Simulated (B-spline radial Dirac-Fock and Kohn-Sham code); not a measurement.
# Relativistic shifts of the levels of Kr³²⁺

System: the Kr³²⁺ ion in the configuration 1s2 2s2.

Both columns are ΔSCF binding energies of the configuration average from a radial finite-basis atomic code: non-relativistic Hartree-Fock with a point nucleus, and Dirac-Fock with a finite nucleus and the Coulomb interaction alone, averaged over the two j levels with weights 2j+1.

```
shell  Hartree-Fock (eV)  Dirac-Fock (eV)  shift (eV)  shift (%)
   1s            16647.0          16934.4     +287.35      +1.73
   2s             3883.6           3966.7      +83.13      +2.14
```

Relativity binds 1s, 2s more strongly, among those listed most of all 2s in relative terms.

Values without a named source are computed, but for edge energies of neutral atoms, which are taken from tables.
